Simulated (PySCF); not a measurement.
## Basis and Hamiltonian dependence of the excitation energy of Fe

Fe [Ar] 3d6 4s2 (5D) → Fe [Ar] 3d6 4s1 5s1 (7D). All values are computed (PySCF 2.14, energy differences of UHF-based or UKS calculations, no spin-orbit coupling). Values in eV.

```tsv
basis	Hamiltonian	functions	UHF	LDA	PBE0	MP2 (valence)	CCSD(T) (valence)
ANO-RCC-VTZP	spin-free X2C	59	4.092	5.499	5.043	5.008	5.276
def2-QZVPPD	non-relativistic	100	4.450	5.604	5.176	5.361	5.560
dyall-av2z	non-relativistic	101	3.960	5.344	4.896	4.887	5.133
aug-cc-pVTZ with one added diffuse shell each of s, p, d, f, g type	non-relativistic	118	3.949	n/a	n/a	4.954	n/a
aug-cc-pwCVTZ-DK	spin-free X2C	127	4.009	5.383	4.919	5.022	n/a
aug-cc-pVQZ-DK	spin-free X2C	140	4.006	5.382	4.918	5.044	n/a
```

Problem. Estimate the row for aug-cc-pVTZ (non-relativistic, 93 functions).

Solution. From the rows with the same Hamiltonian and similar size; the calculation gives UHF 3.96; LDA 5.30; PBE0 4.85; MP2 (valence) 4.94; CCSD(T) (valence) 5.17 (eV).

Frozen in the all-electron rows: valence: [Ar].

At UHF, def2-QZVPPD lies more than 0.3 eV from the median of the rows with comparable relativity. Of these, def2-QZVPPD has no diffuse functions of the l that the added or promoted electron needs.

Non-relativistic rows lack the scalar-relativistic shift.
